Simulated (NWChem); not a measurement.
Species: AlN2H5; SMILES [NH2][AlH][NH2]

```xyz
8

Al     0.0000     0.0000    -0.4903
H      0.0000     0.0000    -2.0747
N     -1.5438    -0.0001     0.3866
H     -2.4480     0.0029    -0.0712
H     -1.6712    -0.0036     1.3918
N      1.5438     0.0001     0.3866
H      1.6712     0.0036     1.3918
H      2.4480    -0.0029    -0.0712
```
Atoms are numbered in this order, from 1.

Computed with NWChem. Geometry optimised at PBE0/def2-SVP; all other runs use it. Pople sets run with spherical d functions. Vzz has the sign of the potential's second derivative.

| quantity | level | value |
|---|---|---|
| anisotropy (bohr³), static | BHandHLYP/6-31+G* | 7.7 |
| Vzz Al1 (a.u.) | B3LYP/cc-pVTZ | … |
| first state with f > 0.002 (eV), Al K edge, unshifted | BHandHLYP/def2-TZVP, TDA | 1545.5 |
| highest occupied level (eV) | CAM-B3LYP/6-31G* | … |
| dipole (D) | PBE0/def2-SVP | 1.42 |
| highest harmonic frequency (cm⁻¹) | PBE0/def2-SVP | … |

Task: What belongs in the gaps?

Result: 
- Vzz Al1 (a.u.), value: 1.072
- highest occupied level (eV), value: -7.91
- highest harmonic frequency (cm⁻¹), value: 3714
